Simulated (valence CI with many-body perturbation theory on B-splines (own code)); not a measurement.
Results of a calculation; reference values are marked as such.
# Sr¹⁵⁺: magnetic and hyperfine properties of the levels

Method: valence CI with perturbative core correlation (CI+MBPT): five valence electrons over a frozen Dirac-Fock core [Ar], radial functions for each j: 7 s, 7 p, 8 d, 6 f, 4 g, 1 h, with the one-electron correlation potential Σ1, the two-electron term Σ2, the three-electron term Σ3, Breit, model QED; selected CI, second order for the rest, scaled by the run's own slope (own B-spline code, finite nucleus).

No measured levels were compared; by estimate terms of the open shell hold to 2 to 4 % of their energy, and close levels can change places. Among the levels kept, up to 320 cm⁻¹ of a level comes from second order outside the variational space, and about a tenth of that is noise between levels of different J, which matters for small intervals. The list stops below the first excitations out of the core. Only levels of the ground parity were solved; by the run's estimate the other parity begins above the list, which can be wrong where configurations are misplaced.

A/g_I is the dipole constant over the nuclear g factor μ/I (μ in nuclear magnetons, uniformly magnetised nucleus), B/Q the quadrupole constant per barn. Both hold the static response of the core; the bare values leave it out. Large factors of s and p1/2 electrons are usually good to 5 to 10 %; those of open d and f shells near neutrality can be off by tens of per cent, and small factors of p3/2, d and f electrons come from cancelling terms and can be off by a factor of two or in sign, in half-filled shells by more. B is blank for J = 1/2, where it vanishes, and for nearly pure S terms. Energies count from the lowest level.

Names give the largest LS component (configuration and term), which can be under half, so a name can repeat, a term be missing and a line seem to break the LS rules; names also repeat where a configuration has a term twice. Letters in brackets count levels of one name in rising energy.

```
         Level  E (eV)      g  A/g_I (MHz)  A/g_I bare  B/Q (MHz/b)  B/Q bare
    3d5 6S_5/2   0.000  1.988         -565        11.9                       
    3d5 4G_5/2   9.773  0.785         4170        4090         2200      2270
    3d5 4G_7/2  10.190  1.002         3570        3600         1450      1500
   3d5 4G_11/2  10.197  1.263         3380        3560        -82.8     -80.1
    3d5 4G_9/2  10.354  1.170         3260        3390         1110      1140
    3d5 4P_5/2  10.601  1.296         2020        2220         2750      2830
    3d5 4P_3/2  10.925  1.516         2650        2960         2710      2790
    3d5 4P_1/2  11.443  2.121        -2210       -1550                       
    3d5 4D_7/2  12.378  1.398         2030        2280         1540      1580
    3d5 4D_1/2  13.119  0.531         7790        7560                       
    3d5 4D_5/2  13.188  1.397         2630        2880        -1770     -1830
    3d5 4D_3/2  13.400  1.363         3290        3520        -1480     -1530
   3d5 2I_11/2  14.603  0.947         4210        4220          439       453
   3d5 2I_13/2  15.092  1.075         4040        4120        -19.8     -16.4
3d5 2D_5/2 [a]  15.548  1.085         3050        3130         1250      1290
3d5 2D_3/2 [a]  15.972  0.686         6210        6070         -260      -264
3d5 2F_7/2 [a]  16.242  1.140         4100        4210        -2990     -3080
    3d5 4F_9/2  16.502  1.217         3120        3270         2.29     -4.86
    3d5 4F_5/2  17.230  1.010         4090        4130        -2880     -2960
3d5 2F_7/2 [b]  17.840  1.192         2920        3060        -1540     -1580
    3d5 2H_9/2  17.942  1.059         3860        3920         1250      1290
    3d5 4F_3/2  18.149  0.559         6390        6180         -710      -727
3d5 2G_7/2 [a]  18.812  0.932         5080        5080        -1780     -1840
   3d5 2H_11/2  19.213  1.072         3940        4010         -405      -417
3d5 2F_5/2 [a]  19.327  0.984         3170        3200         2660      2750
3d5 2G_9/2 [a]  19.929  1.073         3710        3780         -861      -892
3d5 2F_5/2 [b]  20.205  0.952         3980        3990        -2690     -2770
3d5 2F_7/2 [c]  20.311  1.144         3890        4000         1180      1220
    3d5 2S_1/2  21.719  1.989         -693        -119                       
3d5 2D_3/2 [b]  24.222  0.803         4910        4840        -1130     -1160
3d5 2D_5/2 [b]  24.707  1.176         3300        3420         -672      -696
3d5 2G_9/2 [b]  26.947  1.109         3620        3710        -1490     -1530
3d5 2G_7/2 [b]  27.161  0.894         4850        4820         2110      2180
    3d5 2P_3/2  32.210  1.290         3310        3500        -2990     -3090
    3d5 2P_1/2  32.644  0.687          525         388                       
3d5 2D_5/2 [c]  35.379  1.198         2820        2960         -874      -900
3d5 2D_3/2 [c]  35.728  0.838         6520        6460         3870      3980
```

Task: Take the isotope of mass number 87, with I = 9/2, μ = -1.09316 μN and Q = 0.305 b. What is the hyperfine structure of 3d5 4P_1/2?

Result: From the table A = 536 MHz. Shifts from the centre of gravity in MHz: F = 4: -1470, F = 5: 1210.
